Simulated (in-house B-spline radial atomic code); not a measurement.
A fraction x of an electron is removed from 2s in neutral lithium, starting from [He] 2s1 and keeping the highest spin. Computed with a radial B-spline atomic code at the basis-set limit: scalar-relativistic (X2C) BLYP, spin-polarised, spherical fractional occupations, Fermi nucleus of rms radius 2.444 fm.

```tsv
x	E(x) - E(0) (eV)	2s up level (eV)
0	0.0000	-3.031
0.07	0.2243	-3.377
0.14	0.4730	-3.729
0.3	1.1347	-4.545
0.42	1.7172	-5.164
0.5	2.1468	-5.575
0.59	2.6692	-6.033
0.73	3.5624	-6.721
0.82	4.1861	-7.134
0.93	4.9957	-7.567
1	5.5307	-
```

The exact functional would give a straight line between the two integer points. Deviations E(x) - E(0) - x[E(1) - E(0)], in eV: -0.163 at x = 0.07, -0.301 at x = 0.14, -0.525 at x = 0.3, -0.606 at x = 0.42, -0.619 at x = 0.5, -0.594 at x = 0.59, -0.475 at x = 0.73, -0.349 at x = 0.82, -0.148 at x = 0.93.

The curve lies below the straight line by up to 0.619 eV (at x = 0.5): convex, the delocalisation error that favours fractional charges.

**Question.** How well does Slater's transition state (minus the level at half occupation) give the ionisation energy?

**Answer.** It gives 5.575 eV against 5.531 eV from the two total energies; NIST lists 5.39 eV, ground level to ground level.
